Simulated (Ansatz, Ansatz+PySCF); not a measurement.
| atom | x (Å) | y (Å) | z (Å) |
| --- | --- | --- | --- |
| Cr | 0.0000 | 0.0000 | 0.0000 |
| O | 0.0000 | 0.0000 | 7.0000 |

Basis set: def2-SVP (spherical functions). Charge 0, multiplicity 5.

Computed with Ansatz (development build ahead of 0.2.0); each method stands on the lowest determinant of its kind that the runs found.

**Question.** Give the atomization energy at this shape (free ground-state atoms in the same class of orbitals less the molecule, no zero-point energy) of quintet CrO in separate pieces by UHF, PBE0 (unrestricted).

**Answer.**

| method | atomization energy |
| --- | --- |
| UHF | 0.00 eV |
| PBE0 (unrestricted) | -1.73 eV |

Caution: the shape is not the minimum; the unrestricted determinant is a mixture of spin states. Caution for PBE0 (unrestricted): charge can spread falsely over distant fragments; no wide search was run, a lower solution can exist; the molecule lies well above its atoms at this level.
